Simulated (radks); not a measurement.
The nuclear charge of neutral sulfur is varied continuously with 16 electrons held in [Ne] 3s2 3p4. Calculated with a radial shooting solver on a logarithmic mesh with Libxc functionals: Dirac Kohn-Sham, PBE, spin-unpolarised, spherical densities, point nucleus; open shells are shared between the two j in proportion to 2j + 1. By the Hellmann-Feynman theorem dE/dZ = E(electron-nucleus)/Z, the electronic potential at the nucleus.

\begin{tabular}{lrrrrr}
Z & E (hartree) & E(electron-nucleus)/Z (hartree) & HOMO & e(HOMO) (eV) & <r> HOMO (bohr) \\ \hline
15.8 & -387.24678 & -58.5199 & 3p3/2 & -4.970 & 2.177 \\
16 & -399.04688 & -59.4809 & 3p3/2 & -6.980 & 2.075 \\
16.2 & -411.03906 & -60.4407 & 3p3/2 & -9.155 & 1.985 \\
16.4 & -423.22309 & -61.3995 & 3p3/2 & -11.487 & 1.906 \\
16.6 & -435.59882 & -62.3577 & 3p3/2 & -13.970 & 1.834 \\
16.8 & -448.16612 & -63.3152 & 3p3/2 & -16.601 & 1.768 \\
17 & -460.92489 & -64.2724 & 3p3/2 & -19.377 & 1.709 \\
\end{tabular}

The central difference of E at Z = 16 is -59.481 hartree, to compare with the third column; the second derivative is -4.8 hartree.
